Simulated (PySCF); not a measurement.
Compound: C₂H₆OSSi.
Atom-mapped SMILES: `[CH3:1][C:2](=[O:3])[SiH2:4][SH:5]` (hydrogens: H6, H7, H8 on C1; H9, H10 on Si4; H11 on S5)

A GFN2-xTB structure was refined with PBE0-D3(BJ)/def2-SVP geometry optimisation, gas phase in PySCF 2.14.0. Its GFN2-xTB values:

```
  coordinate  GFN2-xTB
       C1–C2   1.485 Å
       C1–H6   1.126 Å
       C2=O3   1.201 Å
      C2–Si4   1.959 Å
      Si4–S5   2.122 Å
      Si4–H9   1.443 Å
      S5–H11   1.343 Å
    C1–C2–O3    122.2°
   C1–C2–Si4    119.1°
   C2–Si4–S5    105.6°
   O3–C2–Si4    118.6°
C1–C2–Si4–S5     -108°
```

Task: How do these coordinates change at the PBE0-D3(BJ)/def2-SVP level?

Result: 
```tsv
coordinate	PBE0-D3(BJ)/def2-SVP (Å or °)	change
Si4–H9	1.494	+0.051
C1–H6	1.102	-0.024
S5–H11	1.366	+0.023
C1–C2	1.502	+0.017
C2=O3	1.211	+0.010
C2–Si4	1.955	-0.004
Si4–S5	2.126	+0.004
C2–Si4–S5	103.1	-2.5
C1–C2–Si4	119.3	+0.2
C1–C2–O3	122.1	-0.1
O3–C2–Si4	118.6	0.0
C1–C2–Si4–S5	-173	-65
```

The energy falls by 21.1 kJ/mol over 18 energy and gradient evaluations, the largest force component goes from 0.0323 to 2.1e-04 Eh/bohr, and the atoms move by 0.657 Å rms after alignment. The bond that changes most is Si4–H9 (SiH2 silicon to Si–H hydrogen), which lengthens by 0.051 Å. Bonds longer at the end by more than 0.005 Å: 7 of 10; shorter: 1. Among the dihedrals that turn most is C1–C2–Si4–H10, from 132° to 65°. Rotational constants go from 5372, 1714, 1599 to 6240, 1831, 1456 MHz.

The run used 108 basis functions and 129 SCF cycles in all.

No frequency check. One conformer, not necessarily the lowest.
